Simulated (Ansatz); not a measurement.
InNOZn: where a starting geometry ends

The starting geometry of this gas-phase triplet was optimised with GFN2-xTB as a singlet.

```xyz
4

In    1.7660   -1.6725   -2.4630
N     0.4198   -1.4000   -0.8981
O    -0.0731   -1.6532    0.2350
Zn   -0.5039    0.1070   -2.1281
```

Task: Where would you expect an optimisation with B3LYP-D3(BJ)/def2-SVP to take it?

Result: A bond breaks, giving a structure given below by its coordinates. Distances that change by over a tenth: In1–Zn4 (2.90 → 3.22 Å). Contacts that open: N2–Zn4 (2.15 → 3.12 Å).

The energy falls by 0.54 eV over 22 steps:

```csv
step,E − E(last) (eV)
1,0.536
3,0.118
6,0.020
8,0.011
10,0.007
13,0.003
15,0.003
17,0.002
20,0.000
22,0.000
```

Final geometry (Å):

```xyz
4

In    1.7431   -1.5590   -2.6359
N     0.7918   -1.9000   -0.5994
O    -0.1247   -1.4874    0.0652
Zn   -0.8014    0.3276   -2.0841
```

No frequencies were run, so the end isn't proven a minimum. Open shells are spin-unrestricted. The triplet needn't be the ground state. Atoms past krypton carry core potentials, without spin–orbit terms. Run with Ansatz 0.2.0, 2 min on 2 threads of Arm Neoverse V1, on a shared host.
